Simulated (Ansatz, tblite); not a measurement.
Cost and result up the ladder for TaO₄H₃ (8 atoms). The state is a singlet with charge 0. Geometry: PBE-D4/def2-SVP.

```xyz
8

Ta    0.0419    0.0153   -0.0153
O     1.5554    0.6850   -1.0267
O     1.8906    0.4366    0.3985
O    -1.3804    1.2745    0.0496
O    -0.5517   -1.6717   -0.6592
H     0.1245   -0.3775    1.7143
H    -0.1733   -2.5555   -0.8018
H    -1.5071    2.1933    0.3406
```

Ansatz on 4 threads of Arm Neoverse V1 on a shared host; xTB runs through tblite on one thread. Times are rough, summed over both states, and most runs start from the orbitals of an earlier one. PBE0-D4/def2-TZVP serves as the yardstick here, not as an exact answer. The other state is a triplet.

In the def2 sets Ta takes a core potential; there is no spin–orbit coupling. The xTB rows come from tblite. The structure holds one bond between oxygen atoms, so isomers without such links may lie far lower. HOMO above LUMO, or a gap near zero within one spin, warns that the state may not be the lowest or that an electron is smeared out. The structure comes from a short search, and lower isomers may exist.

xTB has no spin-polarisation term.

| level | functions | wall time | vertical triplet (eV) | difference from PBE0-D4/def2-TZVP (eV) | remarks |
| --- | --- | --- | --- | --- | --- |
| GFN1-xTB | 31 | 0.009 s | 4.15 | 0.37 | – |
| GFN2-xTB | 28 | 0.009 s | 3.92 | 0.13 | – |
| PBE0-D4/def2-TZVP (with forces) | 182 | 8.9 s | 3.78 | 0.00 | – |
| PBE-D4/def2-TZVP | 182 | 11 s | 3.68 | -0.10 | gap within one spin near zero (triplet) |
| r2SCAN-D4/def2-TZVP | 182 | 11 s | 3.65 | -0.13 | – |
